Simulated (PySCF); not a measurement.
C2H3O, charge -1, singlet, at a GFN2-xTB geometry (in this run its highest filled SCF level lies above zero, so its values depend strongly on the basis, on diffuse functions most of all); PBE0/6-31G** in PySCF.

Here is a job for PySCF.
```python
from pyscf import gto, scf, dft

mol = gto.Mole()
mol.atom = '''
    C     0.12758253    0.83909514   -0.40587053
    O     0.01305692   -0.00449006    0.83668314
    C     0.01266963   -0.63253186   -0.40519283
    H    -0.93552180    1.24899715   -0.58229583
    H    -0.91341079   -1.19766682   -0.63989719
    H     0.90296421   -1.25478943   -0.60489199
'''
mol.basis = '6-31g**'
mol.charge = -1
mol.verbose = 4
mol.build()

mf = dft.RKS(mol)
mf.xc = 'pbe0'
mf.kernel()
```

It wrote (shortened):

```
PySCF version 2.14.0

[INPUT] verbose = 4
[INPUT] num. atoms = 6
[INPUT] num. electrons = 24
[INPUT] charge = -1
[INPUT] spin (= nelec alpha-beta = 2S) = 0
[INPUT] symmetry False subgroup None
[INPUT] Mole.unit = angstrom
[INPUT] Symbol           X                Y                Z      unit          X                Y                Z       unit  Magmom
[INPUT]  1 C      0.127582530000   0.839095140000  -0.405870530000 AA    0.241096039979   1.585660007054  -0.766984143732 Bohr   0.0
[INPUT]  2 O      0.013056920000  -0.004490060000   0.836683140000 AA    0.024674002830  -0.008484983683   1.581101987641 Bohr   0.0
[INPUT]  3 C      0.012669630000  -0.632531860000  -0.405192830000 AA    0.023942130800  -1.195311980462  -0.765703476337 Bohr   0.0
[INPUT]  4 H     -0.935521800000   1.248997150000  -0.582295830000 AA   -1.767879985560   2.360262543862  -1.100379642176 Bohr   0.0
[INPUT]  5 H     -0.913410790000  -1.197666820000  -0.639897190000 AA   -1.726096232323  -2.263262278279  -1.209230436979 Bohr   0.0
[INPUT]  6 H      0.902964210000  -1.254789430000  -0.604891990000 AA    1.706355057184  -2.371208366699  -1.143080196043 Bohr   0.0

nuclear repulsion = 67.5011852970176
number of shells = 27
number of NR pGTOs = 102
number of NR cGTOs = 57
basis = 6-31g**
ecp = {}

******** <class 'pyscf.dft.rks.RKS'> ********
method = RKS
initial guess = minao
damping factor = 0
level_shift factor = 0
DIIS = <class 'pyscf.scf.diis.CDIIS'>
diis_start_cycle = 1
diis_space = 8
diis_damp = 0
SCF conv_tol = 1e-09
SCF conv_tol_grad = None
SCF max_cycles = 50
direct_scf = True
direct_scf_tol = 1e-13
XC library pyscf.dft.libxc version 7.1.2
    S. Lehtola, C. Steigemann, M. J. T. Oliveira, and M. A. L. Marques,  SoftwareX 7, 1–5 (2018)
XC functionals = pbe0
    C. Adamo and V. Barone,  J. Chem. Phys. 110, 6158 (1999)
    M. Ernzerhof and G. E. Scuseria,  J. Chem. Phys. 110, 5029 (1999)
radial grids:
    Treutler-Ahlrichs [JCP 102, 346 (1995); DOI:10.1063/1.469408] (M4) radial grids

becke partition: Becke, JCP 88, 2547 (1988); DOI:10.1063/1.454033
pruning grids: <function nwchem_prune>
grids dens level: 3
symmetrized grids: False
atomic radii adjust function: <function treutler_atomic_radii_adjust>
small_rho_cutoff = 0
Set gradient conv threshold to 3.16228e-05
Initial guess from minao.
tot grids = 71744
init E= -153.183261971376
  HOMO = -0.227061353672616  LUMO = 0.0270289752852682  gap/eV = 6.91415
cycle= 1 E= -152.818425309701  delta_E= 0.365  |g|= 0.661  |ddm|= 2.33
  HOMO = 0.207864154083492  LUMO = 0.337308857950206  gap/eV = 3.52237
cycle= 2 E= -152.702706759528  delta_E= 0.116  |g|= 1.03  |ddm|= 2.06
  HOMO = 0.112113928935307  LUMO = 0.34190153525128  gap/eV = 6.25284
cycle= 3 E= -152.919956990372  delta_E= -0.217  |g|= 0.124  |ddm|= 1.25
  HOMO = 0.0849022243791615  LUMO = 0.334947935223015  gap/eV = 6.80409
cycle= 4 E= -152.92313970289  delta_E= -0.00318  |g|= 0.0471  |ddm|= 0.162
  HOMO = 0.089757466962515  LUMO = 0.335387065548875  gap/eV = 6.68392
cycle= 5 E= -152.923654664714  delta_E= -0.000515  |g|= 0.0071  |ddm|= 0.0511
  HOMO = 0.0891178009354405  LUMO = 0.335823694542852  gap/eV = 6.71321
cycle= 6 E= -152.923664627842  delta_E= -9.96e-06  |g|= 0.00291  |ddm|= 0.00911
  HOMO = 0.089218990976438  LUMO = 0.335608048760485  gap/eV = 6.70459
cycle= 7 E= -152.92366673568  delta_E= -2.11e-06  |g|= 0.00036  |ddm|= 0.0031
  HOMO = 0.0892156415989316  LUMO = 0.335636112696168  gap/eV = 6.70544
cycle= 8 E= -152.923666775343  delta_E= -3.97e-08  |g|= 5.73e-05  |ddm|= 0.000874
  HOMO = 0.0892160751854729  LUMO = 0.335637189642465  gap/eV = 6.70546
cycle= 9 E= -152.923666776454  delta_E= -1.11e-09  |g|= 1.27e-05  |ddm|= 0.000176
  HOMO = 0.0892166949175088  LUMO = 0.335636962333264  gap/eV = 6.70544
cycle= 10 E= -152.923666776519  delta_E= -6.45e-11  |g|= 2.34e-06  |ddm|= 4.54e-05
  HOMO = 0.089217342506362  LUMO = 0.335637215573626  gap/eV = 6.70543
Extra cycle  E= -152.923666776521  delta_E= -2.39e-12  |g|= 1.47e-06  |ddm|= 7.01e-06
converged SCF energy = -152.923666776521
```
